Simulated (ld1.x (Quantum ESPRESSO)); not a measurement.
## Er (Z = 68), TM semilocal: configuration errors across variants

```
Element                 : Er (Z = 68)
Generator               : ld1.x (Quantum ESPRESSO) 7.5
Type                    : norm-conserving Troullier–Martins (semilocal form)
Functional              : PBEsol
Relativity              : scalar-relativistic
Frozen core             : [Kr] 4d10
Valence charge          : 22
Reference configuration : 4f12 5s2 5p6 5d0 6s1.75 6p0 (charge +0.25)
Partial waves           : 5s (bound): rc 1.30 bohr; 5p (bound): rc 1.55 bohr; 4f (bound): rc 1.30 bohr; 5d (bound, empty): rc 3.20 bohr
Local potential         : the d channel
Core correction         : none
```

Occupied shells without a wave of their own: 6s. They enter only through the test configuration that unscreens the potential.

All-electron excitation energies from the reference (eV): (1) 4f12 5s2 5p6 5d0 6s2 6p0 -1.116; (2) 4f12 5s2 5p6 5d0 6s1 6p0 5.280; (3) 4f12 5s2 5p6 5d0 6s0 6p0 17.118; (4) 4f11 5s2 5p6 5d1 6s1 6p0 10.760; (5) 4f11 5s2 5p6 5d0 6s0 6p0 43.374; (6) 4f12 5s2 5p6 5d0 6s1 6p1 1.699.

A semilocal file is local in each channel, so a ghost entry of none says nothing of the separable form that plane-wave codes build from it.

For the base: The 6s level has no wave, so the channel is fitted at the deeper level alone: the likely source of the large errors.

Tests that are not counted but printed errors over 1 eV. “base”: 4f13 5s2 5p6 5d0 6s0 6p0 (pseudo-atom not self-consistent, printed error -3033 eV). “all radii scaled by about 0.84 (s 1.08, p 1.30, d 2.68, f 1.08 bohr)”: 4f13 5s2 5p6 5d0 6s0 6p0 (pseudo-atom not self-consistent, printed error -4004 eV). “all radii scaled by about 0.88 (s 1.14, p 1.36, d 2.82, f 1.14 bohr)”: 4f13 5s2 5p6 5d0 6s0 6p0 (pseudo-atom not self-consistent, printed error -3365 eV). “all radii scaled by about 0.97 (s 1.26, p 1.50, d 3.10, f 1.26 bohr)”: 4f13 5s2 5p6 5d0 6s0 6p0 (pseudo-atom not self-consistent, printed error -3071 eV); 4f12 5s2 5p6 5d0 6s1 6p1 (an occupied level unbound or not found, printed error -15.5 eV). “all radii scaled by about 1.04 (s 1.36, p 1.62, d 3.34, f 1.36 bohr)”: 4f13 5s2 5p6 5d0 6s0 6p0 (pseudo-atom not self-consistent, printed error -3038 eV); 4f12 5s2 5p6 5d0 6s1 6p1 (pseudo-atom not self-consistent, printed error -3135 eV).

The file “all radii scaled by about 1.32 (s 1.72, p 2.04, d 4.24, f 1.72 bohr)” misses its own reference levels by 0.3 eV. The file “all radii scaled by about 1.37 (s 1.78, p 2.14, d 4.40, f 1.78 bohr)” misses its own reference levels by 0.4 eV.

Errors AE − PS in meV (a dash: test not solved or not reliable):

```csv
change,(1),(2),(3),(4),(5),(6),bound ghosts
base,+10,-40,-126,-162,-233,-3606,none
"all radii scaled by about 0.84 (s 1.08, p 1.30, d 2.68, f 1.08 bohr)",+10,-42,-132,-143,-254,-27,none
"all radii scaled by about 0.88 (s 1.14, p 1.36, d 2.82, f 1.14 bohr)",+8.9,-36,-112,-144,-223,-3600,none
"all radii scaled by about 0.97 (s 1.26, p 1.50, d 3.10, f 1.26 bohr)",+9.1,-37,-115,-157,-220,–,none
"all radii scaled by about 1.04 (s 1.36, p 1.62, d 3.34, f 1.36 bohr)",+13,-53,-166,-177,-286,–,none
"all radii scaled by about 1.09 (s 1.42, p 1.70, d 3.50, f 1.42 bohr)",+19,-76,-238,-203,-385,–,none
"all radii scaled by about 1.16 (s 1.50, p 1.80, d 3.72, f 1.50 bohr)",+28,-112,-352,-243,-548,–,none
"all radii scaled by about 1.26 (s 1.64, p 1.96, d 4.02, f 1.64 bohr)",+60,-245,–,-372,-1178,-3811,none
"all radii scaled by about 1.32 (s 1.72, p 2.04, d 4.24, f 1.72 bohr)",+73,-296,–,-487,-1424,-3862,none
"all radii scaled by about 1.37 (s 1.78, p 2.14, d 4.40, f 1.78 bohr)",+104,-425,–,-615,-2053,–,none
```

Q: Give the same row for: all radii scaled by about 0.76 (s 0.98, p 1.18, d 2.42, f 0.98 bohr).

A: +19, -79, -250, -159, -440, -55; bound ghosts: not determined. Not counted: 4f13 5s2 5p6 5d0 6s0 6p0 (pseudo-atom not self-consistent, printed error -2798 eV).
